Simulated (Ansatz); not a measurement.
Two isomers of BH4NOSi: A = `NB1O[SiH2]1`, B = `OB1N[SiH2]1`.

Computed with Ansatz on PBE0-D4/def2-TZVP structures; ΔE is electronic, products minus reactants. CCSD(T)/CBS adds triple-zeta CCSD(T) − MP2 to the extrapolated MP2 energy (def2 sets, frozen cores). DFT in def2-TZVPP. B3LYP here is the variant with VWN-RPA as its local correlation; programs differ in this. One conformer a species, not always the lowest.

Problem. Which isomer does CCSD(T)/CBS put lower? Give the gap. (Estimate.)

Solution. Ansatz gave: A, by 43.8 kJ/mol.

Problem. Give E(B) − E(A) in kJ/mol with MP2/def2-TZVPP, PBE-D4, B3LYP-D4, r2SCAN-D4, HF/def2-TZVPP, CCSD/def2-TZVPP, PBE0-D4. (Estimate.)

Solution. Computed: MP2/def2-TZVPP 44.7, PBE-D4 43.5, B3LYP-D4 46.2, r2SCAN-D4 47.1, HF/def2-TZVPP 45.3, CCSD/def2-TZVPP 44.2, PBE0-D4 41.4. None reverses the order clearly.

Problem. Does the order hold for the free energy at 298.15 K (harmonic terms from PBE0-D4)? (An estimate is asked.)

Solution. The calculation gave: Yes: G(B) − G(A) = +42.1 kJ/mol, for one conformer each.

Largest T1 diagnostic: 0.014.

Leaving LDA and LC-ωPBE aside and taking each functional with its dispersion term where it has one, the values, not all of them listed here, spread over 6.6 kJ/mol, from HSE06-D4 to BLYP-D4. LDA lies −3.6 kJ/mol from PBE without D4. From r2SCAN to r2SCAN0 (25 % exact exchange), in def2-TZVPP and without D4, E(B) − E(A) moves by −3.2 kJ/mol.
